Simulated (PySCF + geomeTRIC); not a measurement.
Method: BP86-D3(BJ)/def2-SVP in PySCF + geomeTRIC. fastk is a local helper that only speeds up exchange builds. No frequencies were computed at this level.

```python
import json, numpy as np
from pyscf import gto, dft
from fastk import lowrank_exchange
atoms = """
Zr     0.239776     0.294856     0.004856
O     -0.242036     0.151191    -1.828000
H     -0.815883    -0.570695    -2.115986
O      0.038924    -1.336214     0.954853
H      0.801690    -1.885614     1.176631
O     -0.555874     1.901303     0.641346
H     -1.053495     2.421315    -0.004884
N      2.237923     0.644438     0.113113
C      2.533862     1.020404     1.500189
C      2.530292     1.779963    -0.765006
H      3.603805     1.265679     1.604248
H      1.946647     1.907674     1.826936
H      2.310065     0.172916     2.164053
H      1.976838     2.695785    -0.458605
H      3.607124     2.013784    -0.739346
H      2.256280     1.513697    -1.794787
"""
def scf(charge, spin, dm0=None):
    mol = gto.M(atom=atoms, basis='def2-svp', ecp={'Zr': 'def2-svp'}, charge=charge, spin=spin, verbose=3, max_memory=10080)
    mf = dft.KS(mol, xc='bp86').density_fit(auxbasis="def2-universal-jkfit")
    mf.disp = 'd3bj'
    mf.grids.level = 3
    mf.conv_tol = 1e-8
    mf.max_cycle = 120
    mf.level_shift = 0.25
    mf.kernel(dm0)
    if not mf.converged:
        mf = mf.newton().run(mf.mo_coeff, mf.mo_occ).undo_soscf()
    return mf
mf = scf(0, 0)
from pyscf.geomopt.geometric_solver import kernel as optimize
path = []
done, mol = optimize(mf, maxsteps=120, assert_convergence=False, callback=lambda env: path.append((env["energy"], bool(env["g_scanner"].converged))))
res = dict(converged=bool(done and path[-1][1]), energy=path[-1][0], path=[e for e, c in path], xyz=mol.atom_coords(unit="Angstrom").tolist(), nao=mol.nao)
json.dump(res, open("result.json", "w"))
```

Output:

```
converged SCF energy = -409.111099232823
Geometry optimization cycle 1
converged SCF energy = -409.111099225997
cycle 1: E = -409.111099226  dE = -409.111  norm(grad) = 0.0819322
Geometry optimization cycle 2
converged SCF energy = -409.125370000657
cycle 2: E = -409.125370001  dE = -0.0142708  norm(grad) = 0.0383361
Geometry optimization cycle 3
converged SCF energy = -409.128878045872
cycle 3: E = -409.128878046  dE = -0.00350805  norm(grad) = 0.0234255
Geometry optimization cycle 4
converged SCF energy = -409.133128372183
cycle 4: E = -409.133128372  dE = -0.00425033  norm(grad) = 0.0206679
Geometry optimization cycle 5
converged SCF energy = -409.135303669214
cycle 5: E = -409.135303669  dE = -0.0021753  norm(grad) = 0.0187585
Geometry optimization cycle 6
converged SCF energy = -409.137512699361
cycle 6: E = -409.137512699  dE = -0.00220903  norm(grad) = 0.0122173
Geometry optimization cycle 7
converged SCF energy = -409.138623133084
cycle 7: E = -409.138623133  dE = -0.00111043  norm(grad) = 0.0113933
Geometry optimization cycle 8
converged SCF energy = -409.140621976828
cycle 8: E = -409.140621977  dE = -0.00199884  norm(grad) = 0.0170202
Geometry optimization cycle 9
converged SCF energy = -409.14270404449
cycle 9: E = -409.142704044  dE = -0.00208207  norm(grad) = 0.0198709
Geometry optimization cycle 10
converged SCF energy = -409.143637531218
cycle 10: E = -409.143637531  dE = -0.000933487  norm(grad) = 0.0205674
Geometry optimization cycle 11
converged SCF energy = -409.144758274395
cycle 11: E = -409.144758274  dE = -0.00112074  norm(grad) = 0.0105352
Geometry optimization cycle 12
converged SCF energy = -409.14557203947
cycle 12: E = -409.145572039  dE = -0.000813765  norm(grad) = 0.00590237
Geometry optimization cycle 13
converged SCF energy = -409.146027951624
cycle 13: E = -409.146027952  dE = -0.000455912  norm(grad) = 0.008471
Geometry optimization cycle 14
converged SCF energy = -409.146303732144
cycle 14: E = -409.146303732  dE = -0.000275781  norm(grad) = 0.00660759
Geometry optimization cycle 15
converged SCF energy = -409.146537791358
cycle 15: E = -409.146537791  dE = -0.000234059  norm(grad) = 0.00370562
Geometry optimization cycle 16
converged SCF energy = -409.14667277881
cycle 16: E = -409.146672779  dE = -0.000134987  norm(grad) = 0.0042802
Geometry optimization cycle 17
converged SCF energy = -409.146818250564
cycle 17: E = -409.146818251  dE = -0.000145472  norm(grad) = 0.00451386
Geometry optimization cycle 18
converged SCF energy = -409.146930635638
cycle 18: E = -409.146930636  dE = -0.000112385  norm(grad) = 0.00334254
Geometry optimization cycle 19
converged SCF energy = -409.146998588969
cycle 19: E = -409.146998589  dE = -6.79533e-05  norm(grad) = 0.00251282
Geometry optimization cycle 20
converged SCF energy = -409.147037087542
cycle 20: E = -409.147037088  dE = -3.84986e-05  norm(grad) = 0.00236722
Geometry optimization cycle 21
converged SCF energy = -409.147067594393
cycle 21: E = -409.147067594  dE = -3.05069e-05  norm(grad) = 0.00180447
Geometry optimization cycle 22
converged SCF energy = -409.147095357784
cycle 22: E = -409.147095358  dE = -2.77634e-05  norm(grad) = 0.00108343
Geometry optimization cycle 23
converged SCF energy = -409.147118410315
cycle 23: E = -409.14711841  dE = -2.30525e-05  norm(grad) = 0.00158032
Geometry optimization cycle 24
converged SCF energy = -409.147133203269
cycle 24: E = -409.147133203  dE = -1.4793e-05  norm(grad) = 0.00185001
Geometry optimization cycle 25
converged SCF energy = -409.147139021628
cycle 25: E = -409.147139022  dE = -5.81836e-06  norm(grad) = 0.00124688
Geometry optimization cycle 26
converged SCF energy = -409.147139636268
cycle 26: E = -409.147139636  dE = -6.1464e-07  norm(grad) = 0.000521288
Geometry optimization cycle 27
converged SCF energy = -409.147141935291
cycle 27: E = -409.147141935  dE = -2.29902e-06  norm(grad) = 0.00077197
Geometry optimization cycle 28
converged SCF energy = -409.147145642831
cycle 28: E = -409.147145643  dE = -3.70754e-06  norm(grad) = 0.000773593
Geometry optimization cycle 29
converged SCF energy = -409.147149065559
cycle 29: E = -409.147149066  dE = -3.42273e-06  norm(grad) = 0.000606822
Geometry optimization cycle 30
converged SCF energy = -409.147152125173
cycle 30: E = -409.147152125  dE = -3.05961e-06  norm(grad) = 0.000521873
Geometry optimization cycle 31
converged SCF energy = -409.147155028098
cycle 31: E = -409.147155028  dE = -2.90293e-06  norm(grad) = 0.000499591
Geometry optimization cycle 32
converged SCF energy = -409.147156868359
cycle 32: E = -409.147156868  dE = -1.84026e-06  norm(grad) = 0.000419391
Geometry optimization cycle 33
converged SCF energy = -409.147157511738
cycle 33: E = -409.147157512  dE = -6.43379e-07  norm(grad) = 0.000271163
Geometry optimization cycle 34
converged SCF energy = -409.147157669633
cycle 34: E = -409.14715767  dE = -1.57894e-07  norm(grad) = 0.000194002
<class 'geometric.internal.Distance'> : 17
<class 'geometric.internal.Angle'> : 31
<class 'geometric.internal.OutOfPlane'> : 10
<class 'geometric.internal.Dihedral'> : 75
<class 'geometric.internal.TranslationX'> : 1
<class 'geometric.internal.TranslationY'> : 1
<class 'geometric.internal.TranslationZ'> : 1
<class 'geometric.internal.RotationA'> : 1
<class 'geometric.internal.RotationB'> : 1
<class 'geometric.internal.RotationC'> : 1
Step    0 : Gradient = 2.048e-02/4.255e-02 (rms/max) Energy = -409.1110992260
Step    1 : Displace = 1.029e-01/1.986e-01 (rms/max) Trust = 1.000e-01 (=) Grad = 9.584e-03/1.838e-02 (rms/max) E (change) = -409.1253700007 (-1.427e-02) Quality = 0.624
Step    2 : Displace = 3.365e-02/6.200e-02 (rms/max) Trust = 1.000e-01 (=) Grad = 5.856e-03/1.583e-02 (rms/max) E (change) = -409.1288780459 (-3.508e-03) Quality = 1.602
Step    3 : Displace = 9.551e-02/1.963e-01 (rms/max) Trust = 1.414e-01 (+) Grad = 5.167e-03/9.973e-03 (rms/max) E (change) = -409.1331283722 (-4.250e-03) Quality = 1.265
Step    4 : Displace = 7.522e-02/1.541e-01 (rms/max) Trust = 2.000e-01 (+) Grad = 4.690e-03/9.022e-03 (rms/max) E (change) = -409.1353036692 (-2.175e-03) Quality = 1.563
Step    5 : Displace = 1.077e-01/2.115e-01 (rms/max) Trust = 2.828e-01 (+) Grad = 3.054e-03/6.864e-03 (rms/max) E (change) = -409.1375126994 (-2.209e-03) Quality = 1.274
Step    6 : Displace = 4.938e-02/1.101e-01 (rms/max) Trust = 3.000e-01 (+) Grad = 2.848e-03/7.401e-03 (rms/max) E (change) = -409.1386231331 (-1.110e-03) Quality = 1.577
Step    7 : Displace = 9.393e-02/1.944e-01 (rms/max) Trust = 3.000e-01 (=) Grad = 4.255e-03/8.551e-03 (rms/max) E (change) = -409.1406219768 (-1.999e-03) Quality = 1.495
Step    8 : Displace = 1.266e-01/2.234e-01 (rms/max) Trust = 3.000e-01 (=) Grad = 4.968e-03/1.085e-02 (rms/max) E (change) = -409.1427040445 (-2.082e-03) Quality = 1.313
Step    9 : Displace = 8.004e-02/1.366e-01 (rms/max) Trust = 3.000e-01 (=) Grad = 5.142e-03/7.345e-03 (rms/max) E (change) = -409.1436375312 (-9.335e-04) Quality = -0.001
Step   10 : Displace = 4.304e-02/7.100e-02 (rms/max) Trust = 4.002e-02 (-) Grad = 2.634e-03/4.412e-03 (rms/max) E (change) = -409.1447582744 (-1.121e-03) Quality = 1.443
Step   11 : Displace = 5.654e-02/1.267e-01 (rms/max) Trust = 5.660e-02 (+) Grad = 1.476e-03/3.013e-03 (rms/max) E (change) = -409.1455720395 (-8.138e-04) Quality = 1.051
Step   12 : Displace = 6.718e-02/1.136e-01 (rms/max) Trust = 8.004e-02 (+) Grad = 2.118e-03/4.459e-03 (rms/max) E (change) = -409.1460279516 (-4.559e-04) Quality = 1.204
Step   13 : Displace = 3.976e-02/7.580e-02 (rms/max) Trust = 1.132e-01 (+) Grad = 1.652e-03/3.040e-03 (rms/max) E (change) = -409.1463037321 (-2.758e-04) Quality = 1.412
Step   14 : Displace = 3.755e-02/7.104e-02 (rms/max) Trust = 1.601e-01 (+) Grad = 9.264e-04/2.023e-03 (rms/max) E (change) = -409.1465377914 (-2.341e-04) Quality = 1.304
Step   15 : Displace = 1.946e-02/3.068e-02 (rms/max) Trust = 2.264e-01 (+) Grad = 1.070e-03/2.268e-03 (rms/max) E (change) = -409.1466727788 (-1.350e-04) Quality = 1.467
Step   16 : Displace = 2.516e-02/3.808e-02 (rms/max) Trust = 3.000e-01 (+) Grad = 1.128e-03/2.463e-03 (rms/max) E (change) = -409.1468182506 (-1.455e-04) Quality = 1.386
Step   17 : Displace = 2.376e-02/3.909e-02 (rms/max) Trust = 3.000e-01 (=) Grad = 8.356e-04/1.877e-03 (rms/max) E (change) = -409.1469306356 (-1.124e-04) Quality = 1.315
Step   18 : Displace = 1.836e-02/3.410e-02 (rms/max) Trust = 3.000e-01 (=) Grad = 6.282e-04/1.480e-03 (rms/max) E (change) = -409.1469985890 (-6.795e-05) Quality = 1.236
Step   19 : Displace = 1.254e-02/2.650e-02 (rms/max) Trust = 3.000e-01 (=) Grad = 5.918e-04/1.144e-03 (rms/max) E (change) = -409.1470370875 (-3.850e-05) Quality = 1.209
Step   20 : Displace = 1.108e-02/1.999e-02 (rms/max) Trust = 3.000e-01 (=) Grad = 4.511e-04/9.732e-04 (rms/max) E (change) = -409.1470675944 (-3.051e-05) Quality = 1.161
Step   21 : Displace = 1.371e-02/3.249e-02 (rms/max) Trust = 3.000e-01 (=) Grad = 2.709e-04/6.811e-04 (rms/max) E (change) = -409.1470953578 (-2.776e-05) Quality = 1.053
Step   22 : Displace = 1.629e-02/4.681e-02 (rms/max) Trust = 3.000e-01 (=) Grad = 3.951e-04/8.628e-04 (rms/max) E (change) = -409.1471184103 (-2.305e-05) Quality = 0.918
Step   23 : Displace = 1.670e-02/4.886e-02 (rms/max) Trust = 3.000e-01 (=) Grad = 4.625e-04/1.050e-03 (rms/max) E (change) = -409.1471332033 (-1.479e-05) Quality = 0.716
Step   24 : Displace = 1.165e-02/3.160e-02 (rms/max) Trust = 3.000e-01 (=) Grad = 3.117e-04/6.696e-04 (rms/max) E (change) = -409.1471390216 (-5.818e-06) Quality = 0.428
Step   25 : Displace = 7.639e-03/1.618e-02 (rms/max) Trust = 3.000e-01 (=) Grad = 1.303e-04/2.146e-04 (rms/max) E (change) = -409.1471396363 (-6.146e-07) Quality = 0.062
Step   26 : Displace = 4.095e-03/7.684e-03 (rms/max) Trust = 3.819e-03 (-) Grad = 1.930e-04/4.962e-04 (rms/max) E (change) = -409.1471419353 (-2.299e-06) Quality = 0.266
Step   27 : Displace = 3.706e-03/1.124e-02 (rms/max) Trust = 3.819e-03 (=) Grad = 1.934e-04/4.850e-04 (rms/max) E (change) = -409.1471456428 (-3.708e-06) Quality = 0.530
Step   28 : Displace = 3.789e-03/1.129e-02 (rms/max) Trust = 3.819e-03 (=) Grad = 1.517e-04/3.592e-04 (rms/max) E (change) = -409.1471490656 (-3.423e-06) Quality = 0.438
Step   29 : Displace = 4.066e-03/1.164e-02 (rms/max) Trust = 3.819e-03 (=) Grad = 1.305e-04/3.138e-04 (rms/max) E (change) = -409.1471521252 (-3.060e-06) Quality = 0.286
Step   30 : Displace = 3.841e-03/9.737e-03 (rms/max) Trust = 3.819e-03 (=) Grad = 1.249e-04/2.798e-04 (rms/max) E (change) = -409.1471550281 (-2.903e-06) Quality = 0.224
Step   31 : Displace = 1.837e-03/3.805e-03 (rms/max) Trust = 1.910e-03 (-) Grad = 1.048e-04/2.209e-04 (rms/max) E (change) = -409.1471568684 (-1.840e-06) Quality = 0.216
Step   32 : Displace = 1.002e-03/1.976e-03 (rms/max) Trust = 9.184e-04 (-) Grad = 6.779e-05/1.322e-04 (rms/max) E (change) = -409.1471575117 (-6.434e-07) Quality = 0.163
Step   33 : Displace = 4.258e-04/8.630e-04 (rms/max) Trust = 4.592e-04 (-) Grad = 4.850e-05/8.896e-05 (rms/max) E (change) = -409.1471576696 (-1.579e-07) Quality = 0.069
Converged! =D
```

Cost: very roughly 24 core-minutes.
